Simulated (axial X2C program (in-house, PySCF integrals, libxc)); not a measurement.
Results of a calculation; reference values are marked as such.
## HBr: input and output

Program: an in-house all-electron X2C program for linear molecules (integrals from PySCF).

Input file and command:
```json
{
 "zs": [
  35,
  1
 ],
 "q": 0,
 "bas": [
  "dyall-cv3z",
  "dyall-v3z"
 ],
 "levels": [
  "PBE0",
  "HF",
  "LDA"
 ],
 "cc": true,
 "r0": 1.46,
 "thr": -2.0,
 "nmax": 90,
 "npts": 10,
 "nst": 2,
 "ntry": 6
}
```
```bash
python so2c.py task.json out
```

Keys: zs atomic numbers; q charge; bas basis sets; levels methods; cc coupled cluster on or off; r0 starting distance in Å; thr threshold in hartree for freezing inner shells (an s shell follows its p shell); nmax most natural virtual spinors; npts points on the curve; nst determinants followed; ntry starts of the search. HF also brings MP2.

Output of the HF step, with spin–orbit coupling, at R = 1.420 Å for the state Ω = 0. It starts from PBE0 orbitals of this distance.

```
two-component X2C + atomic mean field  HF
basis functions 119  fitting functions 671  grid points 5070
iter        total energy     max residual
   1      -2604.188858534     2.40e-01
   2      -2604.202529484     6.35e-03
   3      -2604.202768622     3.33e-03
   4      -2604.202791573     1.39e-03
   5      -2604.202794685     1.13e-04
   6      -2604.202794841     4.51e-05
   7      -2604.202794853     9.62e-06
   8      -2604.202794853     2.46e-06
converged
one-electron -3647.68996148  Coulomb 1122.92272566  exact exchange -91.48568751  xc functional 0.00000000  nuclear repulsion 13.04310027  atomic mean-field constant -0.99297180
correlated 8  virtual 144  natural virtual 74  E(MP2) -0.178968835  MP2 remainder -0.003837858
iter   CCSD correlation   residual
   1     -0.189489117   7.17e-02
   2     -0.193951671   2.20e-02
   3     -0.194091033   4.50e-03
   4     -0.194108969   1.25e-03
   5     -0.194107291   2.22e-04
   6     -0.194107313   5.73e-05
   7     -0.194107636   1.56e-05
   8     -0.194107627   3.70e-06
(T) -0.006434927  T1 0.0087  D1 0.0116  max T2 0.088
```
Energies are in hartree; totals compare only within one Hamiltonian and basis. T1 in the output is the amplitude norm over the root of the electron number; divide by √2 for the Lee–Taylor value.
